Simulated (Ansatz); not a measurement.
An input meant for BCl2(SiH3) (SiBH3Cl2) (charge 0, singlet; atoms displaced at random, 0.03 Å in each coordinate; with a point charge).

```yaml
crystal:
  periodic: [false, false, false]
  atoms:
    - {symbol: B, position_ang: [0.594580, 0.997587, 0.024381]}
    - {symbol: Cl, position_ang: [2.341244, 0.983933, 0.008918]}
    - {symbol: Cl, position_ang: [-0.340270, 2.519719, -0.059267]}
    - {symbol: Si, position_ang: [-0.432368, -0.783212, 0.019088]}
    - {symbol: H, position_ang: [-1.770841, -0.631703, 0.668344]}
    - {symbol: H, position_ang: [0.278377, -1.855855, 0.723537]}
    - {symbol: H, position_ang: [-0.697848, -1.228314, -1.400357]}
basis:
  gaussian: {orbitals: cc-pVTZ, final_grid: {core_spheres: 20, valence_spheres: 16, degree: 47}, point_charges: [{charge: -1.00, position_ang: [5.714, 0.966, 0.987]}]}
magnetization: {spin_polarized: true, initial_magnetization: 0}
hamiltonian: {xc: {name: HF}}
correlation: {method: mp2, frozen_orbitals: {B: 9}}
output: {forces: true}
```

```sh
$ ansatz run in.yaml --threads 4 --pin off --events-out ev --progress --plain --max-ram 3916MiB
```

Shortened log:

```
Functional definition: HF
Error: "frozen_orbitals" has no count for Cl
```

Q: Something in this input is off. What?

A: Frozen orbitals are typed for one element alone, and the program wants a count for each (the count typed has to fit that element's core, too). The program refused the input.
